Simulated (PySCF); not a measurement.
Species: C5H8OSi.
Z-matrix (Å and degrees, PBE0-D3(BJ)/def2-SVP geometry), rows numbered from 1:
```
C 
O   1  1.4023
C   2  1.3391  1  117.34
C   3  1.3580  2  128.66  1     0.01
Si  4  1.8572  3  106.17  2  -179.81
C   5  1.8796  4   93.17  3    -0.25
C   6  1.3452  5  106.55  4     0.22
H   1  1.0970  2  106.94  3  -179.80
H   1  1.1039  2  111.21  3    60.86
H   1  1.1038  2  111.28  3   -60.40
H   4  1.0893  3  123.74  2    -0.27
H   5  1.4969  4  114.76  3   116.69
H   5  1.4965  4  114.95  3  -117.88
H   6  1.0917  5  131.10  4  -179.89
H   7  1.0952  3  117.97  2     0.04
```

Probes without a nucleus sit at each ring's centroid and 1 Å off its mean plane on both sides; NICS is minus the shielding there, NICSzz its component along the normal. Level: GIAO B3LYP/pcSseg-1 (PySCF, non-relativistic, gas phase) on the PBE0-D3(BJ)/def2-SVP geometry, one conformer.

Ring bond lengths (Å): C3–C4 1.358, C4–Si5 1.857, Si5–C6 1.880, C6–C7 1.345, C7–C3 1.485.

**Question.** What do the NICS probes read (ppm)?

**Answer.** 
```csv
ring,type,NICS(0),"NICS(1), two faces","NICS(1)zz, two faces",rms pucker (Å),"centre to ring atoms, mean (Å)"
C3–C4–Si5–C6–C7,"5-membered ring with Si; formal bonds 2 double, 3 single",-0.8,-1.9 / -1.9,0.9 / 0.9,0.00,1.34
```

**Question.** What can be read from them?

**Answer.** 
- C3–C4–Si5–C6–C7: mean NICS(1)zz 0.9 ppm, near zero. Si5 has four or more neighbours; no verdict on aromaticity is drawn.

**Question.** What field does 1 T along the ring normal induce along that normal at the first NICS(1) probe listed for ring C3–C4–Si5–C6–C7, 1 Å off the ring?

**Answer.** NICSzz × B0 = 0.9 ppm × 1 T = 1 μT, along the applied field.

**Question.** What are the shieldings of the ring atoms and their hydrogens in the same run (means over atoms taken as equivalent)?

**Answer.** 
```
   atoms                    environment  σ isotropic (ppm)
      C3  vinylic carbon bearing oxygen               -1.1
      C4               alkene CH carbon              100.0
     Si5                   SiH2 silicon              378.5
      C6               alkene CH carbon               42.1
      C7               alkene CH carbon               21.5
     H11               vinylic hydrogen              27.46
H12 (×2)                  Si–H hydrogen              26.72
     H14               vinylic hydrogen              25.08
     H15               vinylic hydrogen              24.58
```

**Question.** How do the values depend on the level or the medium?

**Answer.** 
```
                              level  NICS(0), C3–C4–Si5–C6–C7  mean NICS(1)zz, C3–C4–Si5–C6–C7
                B3LYP/pcSseg-1, gas                      -0.8                              0.9
                 PBE0/pcSseg-1, gas                      -1.0                              0.6
     PBE0/pcSseg-1, IEF-PCM acetone                      -0.9                              0.4
PBE0/pcSseg-1, IEF-PCM acetonitrile                      -0.9                              0.4
```

The geometry is the same throughout; the continuum's cavity takes Bondi-type radii × 1.2.
